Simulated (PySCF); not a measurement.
Unknown compound

An unknown has the formula C6H7F3Si. Its calculated NMR data are:

$^{1}$H NMR (300 MHz, computed): δ 7.14 (m, 1H), 6.87 (d, 1H), 6.30 (m, 1H), 4.79 (m, 2H), 3.04 (m, 2H).

$^{13}$C{$^{1}$H} NMR (computed): δ 155.0 (CH), 152.3 (CH), 140.4 (C), 136.8 (C), 133.5 (CH), 44.0 (CH2).

- geometry: PBE0-D3(BJ)/def2-SVP
- NMR shieldings at PBE/pcSseg-1/GIAO
- program: PySCF
- one computed conformer, rapidly exchanging positions averaged, relativity neglected, in vacuum

Referencing at the same level of theory: TMS for $^{1}$H (31.20 ppm), $^{13}$C (180.03 ppm).

Q: Propose a structure and justify it.

A: 
The formula gives 3 degrees of unsaturation (1 ring in the answer). 6 carbon signals for 6 carbons: no two carbons are equivalent. Carbon types of the structure: 2 × C, 3 × CH, 1 × CH2, leaving 2 H on heteroatoms. δC 155.0, 152.3, 133.5: alkene CH; as expected for a trigonal carbon in a double bond. δC 140.4: fully substituted alkene carbon; an sp2 carbon of a C=C bond. δC 136.8: CF3 carbon; 3 electronegative neighbours deshield it. δC 44.0: allylic sp3 CH2; aliphatic region, no heteroatom directly attached. δH 7.14, 6.87, 6.30: hydrogen on an alkene CH; a vinylic proton, deshielded by the sp2 carbon and the C=C anisotropy. δH 4.79: hydrogen on a silicon bonded to 2 C, in a 5-membered ring. δH 3.04: hydrogen on an allylic sp3 CH2; allylic position.

The compound is `C1=CC=C(CC(F)(F)F)[SiH2]1`.

This is the structure that produced the data.

Splittings by $^{19}$F in the carbon and heteronuclear signals aren't shown, as no couplings were computed. Shifts are as computed. Against solution values, carbons near 30 ppm lie about +2 ppm off and those near 130 ppm about +2 ppm. Of 1211 compounds with measured shifts, 218 miss one by over three times the rms of a fit or turn the order of signals round; such compounds aren't used in these exercises. Multiplicities follow the n + 1 count of equivalent neighbours, as no J values were calculated; m marks all less simple cases, F and P coupling included.
